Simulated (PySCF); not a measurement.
1,1-difluorobut-2-yne (C4H4F2), SMILES CC#CC(F)F. Atoms are numbered in the order given.

```xyz
10

C      2.9038     0.5982    -0.0021
C      1.4684     0.3978    -0.0476
C      0.2672     0.2161    -0.0777
C     -1.1820     0.0519    -0.1407
F     -1.7045    -0.1087     1.1073
F     -1.5118    -1.0539    -0.8650
H      3.2180     0.9582     0.9906
H      3.2251     1.3409    -0.7496
H      3.4390    -0.3429    -0.2057
H     -1.6798     0.9229    -0.6068
```
Charge 0, spin multiplicity 1.

The structure is a stationary point at r2SCAN-D4/def2-SVP.

All values below come from B3LYP/pcSseg-1 in PySCF.

GIAO shieldings, no solvent; atoms alike by connectivity are averaged. δ = σ(ref) − σ: ¹³C against TMS (σ = 181.3 ppm); ¹⁹F against CFCl3 (σ = 161.7 ppm); ¹H against TMS (σ = 31.68 ppm), references at their B3LYP-D3(BJ)/def2-TZVP geometries, non-relativistic.

```csv
nucleus,atoms,count,δ (ppm)
¹³C,C4,1,112.7
¹³C,C2,1,93.1
¹³C,C3,1,78.6
¹³C,C1,1,6.3
¹⁹F,"F5, F6",2,-127.8
¹H,H10,1,6.59
¹H,"H7, H8, H9",3,2.33
```
